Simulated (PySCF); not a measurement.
Computed properties of C2H6O3Si, SMILES O(C(=O)C)[SiH2]O

C₂H₆O₃Si, SMILES CC(=O)O[SiH2]O. Geometry optimised at B3LYP-D3(BJ)/def2-SVP. The values are those of a single conformer. All values are computed for the isolated molecule unless a solvent is named; none is compared with measurement here.

**Structure.** All 30 harmonic modes at B3LYP-D3(BJ)/def2-SVP (PySCF) are real, so it is a minimum. With heavy atoms numbered as in [SiH2:1]([OH:2])[O:3][C:4]([CH3:5])=[O:6], the shortest bond between them is C4–O6 at 1.209 Å and the longest Si1–O3 at 1.719 Å.

**Vibrations.** The strongest infrared lines (harmonic, unscaled, degenerate partners summed) lie at 1298 cm⁻¹ (288 km/mol, C 54 %, H 31 %, O 15 %), 1823 cm⁻¹ (239 km/mol, C 64 %, O 35 %), 840 cm⁻¹ (199 km/mol, H 57 %, O 32 %, Si 11 %). The softest mode is at 90 cm⁻¹ and the zero-point energy is 52.3 kcal/mol.

**Electronic structure.** ωB97X/def2-TZVP (PySCF) places the frontier levels at -10.64 and 2.33 eV, a gap of 12.97 eV, and gives a dipole moment of 2.67 D and a mean polarisability of 56.3 bohr³. PBE/def2-TZVP (PySCF) at the same geometry gives -6.45 and -1.15 eV, so its gap is 7.67 eV narrower. An orbital gap is neither the optical nor the fundamental gap.

**Excitations.** TDA-PBE0/def2-SVPD (PySCF) has S1 at 5.80 eV (214 nm, f = 0.001, dark); the most intense of the 10 singlets computed lies at 7.93 eV (f = 0.08). T1 (TDA) is at 5.23 eV, 0.57 eV under S1. TDA-PBE/def2-SVPD (PySCF) puts S1 at 5.49 eV. No vertical singlet excitation falls in the visible range (under 3.1 eV).

**NMR.** GIAO shifts at PBE0/pcSseg-1 (PySCF) (non-relativistic, atoms alike by connectivity averaged): ¹³C from 25.3 to 179.8 ppm against TMS; ¹H from 2.0 to 5.4 ppm against TMS; ²⁹Si at -20.3 ppm against TMS.

**Solvation.** SMD-PBE0/6-31G* (PySCF) gives -6.5 kcal/mol in water, -7.9 kcal/mol in 2-propanol, -6.1 kcal/mol in diethylether (1 M in both phases, gas-phase geometry); of these solvents 2-propanol holds the molecule best.
